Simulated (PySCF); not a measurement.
A GIAO shielding run with PySCF 2.14 (density fitting, non-relativistic, gas phase) on `C[SiH2]CS[Si@@H](Cl)C1CC1`, C5H13ClSSi2:

```
$ OMP_NUM_THREADS=1 python probes_run.py task.json out

{"job": {"kind": "nmr", "xc": "PBE0", "basis": "pcSseg-1"}, "charge": 0, "multiplicity": 1}
C      3.616630     0.689412     0.644164
Si     2.880651    -0.038736    -0.941566
C      1.793619    -1.536547    -0.477137
S      0.500182    -1.139056     0.757873
Si    -0.981839    -0.152384    -0.428769
Cl    -1.136443    -1.052853    -2.240136
C     -2.594659    -0.285786     0.515402
C     -3.141784     0.917637     1.232559
C     -3.808883     0.430550    -0.006970
H      4.157871     1.609055     0.443376
H      4.308821    -0.005575     1.112228
H      2.837214     0.909757     1.369143
H      2.038778     0.945997    -1.632971
H      3.916296    -0.539332    -1.852616
H      2.383650    -2.319837    -0.006145
H      1.295099    -1.968964    -1.340927
H     -0.596921     1.233382    -0.685003
H     -2.785718    -1.236507     0.999819
H     -3.635802     0.762193     2.179655
H     -2.583774     1.839981     1.185049
H     -3.706849     1.017318    -0.907487
H     -4.766549    -0.060319     0.079610
```

Hardware: 1 thread of an Intel Xeon, shared host. The job also computes population analyses, field gradients, ring-centre shieldings.

Question: How large is the calculation?

Answer: 104 electrons, 246 basis functions and 1369 auxiliary functions.

Question: How long does it take, and how much memory does it need?

Answer: 2.7 min of wall time, with 12 SCF cycles and 5 response iterations; peak memory 1.1 GiB. Times on a shared host scatter by some tens of per cent.
